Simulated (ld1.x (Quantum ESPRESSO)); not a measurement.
# Scattering properties, TM semilocal potential for F (Z = 9)

* Element: F
* Generator: ld1.x (Quantum ESPRESSO) 7.5
* Type: norm-conserving Troullier–Martins (semilocal form)
* Functional: LDA (PZ)
* Relativity: scalar-relativistic
* Frozen core: [He]
* Valence charge: 7
* Reference configuration: 2s2 2p5
* Partial waves: 2s (bound): rc 0.60 bohr; 2p (bound): rc 1.80 bohr; 3d channel at -0.02 Ry: rc 1.65 bohr
* Local potential: the d channel
* Core correction: Bessel-smoothed model core inside 0.50 bohr

The phase is arctan(r·u′/u) with u = r·R(r), unwrapped; energies in Ry, scanned from -4 to 5 Ry. A pole is an energy at which the radial function vanishes at the test radius. The pseudo phase is shifted by a multiple of π to meet the all-electron one at the reference energy, and phase errors are pseudo minus all-electron; the curves can meet again beyond the range given. Levels narrower than the energy grid can be missing from the lists of poles.

Q: For each channel, where are the poles, and over which energies does the pseudopotential scatter like the atom?

A:

| channel | radius (bohr) | reference energy (Ry) | poles, all-electron | poles, pseudo | unbroken range about the reference energy with phases within 0.05 rad | phase error 1 Ry above the reference energy (rad) |
| --- | --- | --- | --- | --- | --- | --- |
| s | 1.96 | -2.18 | -1.82 | -1.82 | the whole range | -0.000 |
| p | 1.96 | -0.83 | -0.38 | -0.36 | below 1.0 | +0.022 |
| d | 1.96 | -0.02 | none | none | the whole range | +0.000 |

Phases in the d channel:

```csv
E (Ry),all-electron,pseudo
-4.00,1.347,1.347
-3.52,1.336,1.337
-3.04,1.324,1.324
-2.56,1.310,1.310
-2.08,1.293,1.293
-1.60,1.272,1.272
-1.12,1.247,1.247
-0.64,1.215,1.215
-0.16,1.173,1.173
0.32,1.114,1.114
0.80,1.028,1.028
1.28,0.889,0.889
1.76,0.640,0.641
2.24,0.172,0.176
2.72,-0.477,-0.470
3.20,-0.947,-0.941
3.68,-1.199,-1.193
4.16,-1.342,-1.336
4.64,-1.433,-1.428
```
